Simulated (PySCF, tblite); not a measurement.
Species: C₄H₁₀FNSi₂.
Cartesian coordinates in Å at the GFN2-xTB level; atoms count from 1:
```xyz
18
C4H10FNSi2 angstrom
F     -0.823    1.107    2.487
Si    -1.112   -0.004    1.341
Si    -2.762    0.258   -0.248
C     -1.105    0.363   -1.229
N     -0.200    0.346   -0.077
C      1.190    0.313   -0.342
C      2.163    0.035    0.757
C      1.951   -0.988   -0.322
H     -0.779   -1.216    2.088
H     -3.578   -0.887   -0.667
H     -3.569    1.474   -0.389
H     -0.949    1.271   -1.819
H     -0.913   -0.487   -1.893
H      1.484    1.038   -1.098
H      3.090    0.587    0.773
H      1.764   -0.175    1.737
H      2.736   -1.146   -1.046
H      1.402   -1.881   -0.064
```

Method used: PBE0/pcSseg-1 in PySCF (dipole) on a GFN2-xTB geometry, gas phase.

Masses are those of the commonest isotopes; rigid-rotor values at the optimised geometry. The values belong to one conformer with, in the numbering `[F:1][Si@H:2]1[SiH2:3][CH2:4][N:5]1[CH:6]1[CH2:7][CH2:8]1`, C4–N5–C6–C7 -168°, F1–Si2–Si3–C4 112°, Si2–Si3–C4–N5 -7°, Si3–C4–N5–C6 176°, N5–C6–C7–C8 110°.

Task: What are A, B and C (MHz)?

Result: Ia = 231.62, Ib = 450.55, Ic = 612.26 u·Å²; 505379 MHz·u·Å²/I gives A = 2182, B = 1122, C = 825.4 MHz.

Task: What kind of rotor is it?

Result: An asymmetric top. Ray's parameter κ = (2B − A − C)/(A − C) = -0.563; −1 is the prolate and +1 the oblate limit.

Task: What does the inertial defect say?

Result: Not planar: Δ = Ic − Ia − Ib = -69.92 u·Å². For a rigid frame Δ = −2 Σ m c², so Σ m c² = 34.96 u·Å² lies off the ab plane: 13.54 from hydrogen and 21.42 from heavier atoms. The atom farthest from that plane is 1.74 Å away.

Task: Give the other two planar moments, Paa and Pbb, and the rms extents of the mass along the axes.

Result: Paa = Σ m a² = (Ib + Ic − Ia)/2 = 415.59 and Pbb = Σ m b² = (Ia + Ic − Ib)/2 = 196.66 u·Å². With the mass M = 147.03 u, the rms extents √(P/M) along a, b and c are 1.68, 1.16, 0.49 Å.

Task: Where do the levels up to J = 4 lie, in MHz?

Result: Above 0(0,0):
J = 1: 1(0,1) 1947, 1(1,1) 3007, 1(1,0) 3304
J = 2: 2(0,2) 5787, 2(1,2) 6605, 2(1,1) 7494, 2(2,1) 10675, 2(2,0) 10729
J = 3: 3(0,3) 11424, 3(1,3) 11971, 3(1,2) 13742, 3(2,2) 16516, 3(2,1) 16775, 3(3,1) 22589, 3(3,0) 22595
J = 4: 4(0,4) 18756, 4(1,4) 19076, 4(1,3) 21995, 4(2,3) 24262, 4(2,2) 24977, 4(3,2) 30469, 4(3,1) 30512, 4(4,1) 38847, 4(4,0) 38848
The levels of one J sum to (2J + 1)J(J + 1)(A + B + C)/3.

Task: Which types of transition are allowed, and where do some lines up to J = 2 fall?

Result: The dipole components are |μa| = 0.25 D, |μb| = 1.92 D, |μc| = 0.58 D. Intensities carry the squares of the components, which stand as 0.02 : 1.00 : 0.09 (a : b : c). Some lines, for components of 0.1 D or more:

```
type  branch         J(Ka,Kc)   MHz  lower level (cm⁻¹)
   c       Q  2(1,2) ← 2(0,2)   818               0.193
   a       Q  2(1,1) ← 2(1,2)   889               0.220
   c       Q  1(1,1) ← 1(0,1)  1060               0.065
   b       Q  2(1,1) ← 2(0,2)  1707               0.193
   a       R  1(0,1) ← 0(0,0)  1947               0.000
   b       R  2(0,2) ← 1(1,1)  2780               0.100
   b       R  1(1,1) ← 0(0,0)  3007               0.000
   c       Q  2(2,1) ← 2(1,1)  3181               0.250
   b       Q  2(2,0) ← 2(1,1)  3235               0.250
   c       R  1(1,0) ← 0(0,0)  3304               0.000
   a       R  2(1,2) ← 1(1,1)  3598               0.100
   a       R  2(0,2) ← 1(0,1)  3840               0.065
   a       R  2(1,1) ← 1(1,0)  4190               0.110
   b       R  2(1,2) ← 1(0,1)  4658               0.065
   c       R  2(1,1) ← 1(0,1)  5547               0.065
   b       R  2(2,1) ← 1(1,0)  7371               0.110
   c       R  2(2,0) ← 1(1,0)  7425               0.110
   c       R  2(2,1) ← 1(1,1)  7667               0.100
   b       R  2(2,0) ← 1(1,1)  7721               0.100
```

Task: Estimate the classical rotational partition function at 50 K, 200 K and 298.15 K.

Result: Point group C1, symmetry number σ = 1; q = (√π/σ)·√((kT/h)³/(ABC)), k/h = 20836.6 MHz/K: 41900 at 50 K, 335000 at 200 K, 611000 at 298.15 K.

Its GFN2-xTB frequencies are all real (lowest 46 cm⁻¹). These are rigid-rotor constants of the computed structure; measured ground-state constants (B0) also hold zero-point vibration. Quadrupole hyperfine structure (14N) is left out.

Hardware: one thread, Arm Neoverse N1 (aarch64), shared host with 64 logical CPUs at a one-minute load of 60. Cost: 74 s wall (grids of density and orbitals included), 0.90 GiB resident at most. This is the PBE0/pcSseg-1 job that gave the dipole, with the shieldings it also computed.
